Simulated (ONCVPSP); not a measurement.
How hard is this La (Z = 57) ONCV potential?

ONCVPSP 4.0.1 input, shortened (lines: element, Z, core and valence counts, functional; n l f; lmax; l rc ep ncon nbas qcut; lloc lpopt rc5 dvloc0; l nproj debl; icmod fcfact rcfact), PBEsol, scalar-relativistic:

```
  La 57.00    9    4  -116133      upf
    1    0    2.00
    2    0    2.00
    2    1    6.00
    3    0    2.00
    3    1    6.00
    3    2   10.00
    4    0    2.00
    4    1    6.00
    4    2   10.00
    5    0    2.00
    5    1    6.00
    5    2    1.00
    6    0    2.00
    3
    0    2.95    0.00    4    7    4.20
    1    2.15    0.00    5    9    6.20
    2    4.00    0.00    5    9    4.00
    3    4.35    0.02    5    8    2.40
    4    2    1.45    0.00
    0    3    4.00
    1    1    0.60
    2    2    3.40
    3    2    2.90
    3    5.00    1.40
```

In the f channel the program set the typed energies aside and used -0.161, 2.739 Ha.

For each optimised wave give the share of its norm inside rc, the residual kinetic energy above qcut (Ha) and the cutoffs (Ha) for errors of 10, 1, 0.1 and 0.01 mHa per electron.

```tsv
wave	norm inside rc	residual KE	10 mHa	1 mHa	0.1 mHa	0.01 mHa
5s	0.987	7.5e-07	2.0	4.6	6.4	7.6
6s	0.146	6.8e-06	1.7	5.0	7.0	9.1
s projector 3	0.177	3.2e-03	8.3	10.1	24.9	28.2
5p	0.747	1.3e-05	10.3	14.0	16.8	21.1
5d	0.808	4.4e-07	3.8	5.1	6.2	7.0
d projector 2	0.206	3.5e-04	5.8	7.2	12.2	19.1
f projector 1	0.996	3.8e-01	12.3	13.9	15.9	20.2
f projector 2	0.269	1.1e+00	7.8	15.8	18.3	20.7
```

The occupied waves need 14 Ha and 17 Ha for 1 and 0.1 mHa.
